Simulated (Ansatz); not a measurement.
`C=CC([SiH3])S` → `C=C([SiH3])SC`  (isomerisation)

Calculated with Ansatz (gas phase, PBE0-D4/def2-TZVP geometries, no zero-point term in ΔE). CCSD(T)/CBS adds triple-zeta CCSD(T) − MP2 to the extrapolated MP2 energy (def2 sets, frozen cores). DFT in def2-TZVPP. B3LYP here is the variant with VWN-RPA as its local correlation; programs differ in this. One conformer a species, not always the lowest.

```json
{"level": "PBE-D4", "ΔE (kJ/mol)": "-9.9"}
{"level": "PBE0-D4", "ΔE (kJ/mol)": "-6.0"}
{"level": "B3LYP-D4", "ΔE (kJ/mol)": "-6.6"}
{"level": "B2PLYP", "ΔE (kJ/mol)": "-4.5"}
{"level": "PBE", "ΔE (kJ/mol)": "-9.2"}
{"level": "B3LYP", "ΔE (kJ/mol)": "-5.4"}
{"level": "CCSD(T)/def2-TZVPP", "ΔE (kJ/mol)": "-0.6"}
{"level": "SCS-MP2/def2-QZVPP", "ΔE (kJ/mol)": "-2.5"}
```

(1) What does CCSD(T)/CBS give? (Estimate.)

Largest T1 diagnostic among the species: 0.012.

Answers

(1) Computed: -2.5 kJ/mol. The listed levels differ from it by -7.4, -3.5, -4.1, -2.0, -6.7, -2.9, 1.9, 0.0 kJ/mol.

From PBE to PBE0 (25 % exact exchange), in def2-TZVPP and without D4, ΔE moves by +3.7 kJ/mol. In def2-TZVPP, CCSD(T) changes the Hartree–Fock value by −3.6 kJ/mol (the triples alone add −2.3 kJ/mol) and MP2 by −5.0 kJ/mol.

CCSD(T)/CBS has its own doubt, a few kJ/mol and more with outer-core shells, so smaller differences from it don't rank the levels.
